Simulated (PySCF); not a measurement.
Species: methylcyclohexane, C₇H₁₄.
Geometry (PBE0-D3(BJ)/def2-SVP, Å), atoms numbered from 1 in this order:
```
atom  x, y, z in Å
C1     2.3747    0.1221    0.4481
C2     0.9643    0.2446   -0.1083
C3     0.2688   -1.1148   -0.1997
C4    -1.1533   -1.0032   -0.7384
C5    -1.9860   -0.0251    0.0835
C6    -1.3083    1.3381    0.1713
C7     0.1142    1.2202    0.7075
H8     2.9908   -0.5575   -0.1614
H9     2.3574   -0.2769    1.4761
H10    2.8815    1.0994    0.4798
H11    1.0339    0.6489   -1.1371
H12    0.2432   -1.5659    0.8104
H13    0.8652   -1.7993   -0.8263
H14   -1.1169   -0.6552   -1.7868
H15   -1.6333   -1.9952   -0.7595
H16   -2.1168   -0.4301    1.1037
H17   -2.9978    0.0734   -0.3425
H18   -1.2790    1.7931   -0.8356
H19   -1.8992    2.0228    0.8014
H20    0.0818    0.8674    1.7558
H21    0.5998    2.2103    0.7318
```

The calculation used TDDFT B3LYP/def2-SVPD, vertical, gas phase, core orbitals frozen in the response in PySCF.

Transition dipole moments from the ground state, in atomic units and in the frame of the coordinates above (overall signs are arbitrary), for the states with f of 0.002 or more among the lowest 10:

| state | E (eV) | μx | μy | μz |
| --- | --- | --- | --- | --- |
| S1 | 7.747 | -0.006 | 0.096 | 0.037 |
| S2 | 7.877 | 0.257 | 0.006 | 0.027 |
| S4 | 8.217 | -0.026 | 0.398 | 0.155 |
| S7 | 8.336 | 0.408 | 0.055 | -0.072 |
| S8 | 8.361 | -0.223 | -0.030 | 0.040 |
| S9 | 8.489 | 0.021 | -0.301 | -0.117 |
| S10 | 8.552 | -0.183 | -0.028 | 0.041 |

(1) What oscillator strength does each state have?

(2) Label these states by symmetry in Cs.

(3) Which bond between heavy atoms lies closest to the direction of the S4 transition dipole?

(4) What angle do the transition dipoles of S2 and S4 make?

Results:

(1) f = (2/3) ΔE |μ|² with ΔE in hartree (27.2114 eV).

```tsv
state	|μ|² (au)	|μ| (D)	f
S1	0.011	0.26	0.002
S2	0.067	0.66	0.013
S4	0.183	1.09	0.037
S7	0.175	1.06	0.036
S8	0.052	0.58	0.011
S9	0.105	0.82	0.022
S10	0.036	0.48	0.008
```

(2) Polarised normal to the mirror plane, so A″: S1, S4 and S9. Polarised in the mirror plane, so A′: S2, S7, S8 and S10.

(3) C5–C6, C4–C5, C2–C3 and C2–C7, at 34° from it; next C3–C4, C1–C2 and C6–C7 at 90°.

(4) |cos θ| = |μa·μb| / (|μa| |μb|) = 0.00, so θ ≈ 90° (taken between 0 and 90°, since the signs are arbitrary).

All these states lie below the vertical ionisation energy of 10.07 eV (ΔSCF).

One conformer stands for the species.

Without π bonds the low states may be Rydberg-like; a valence basis with one diffuse set may place them up to an eV too high.
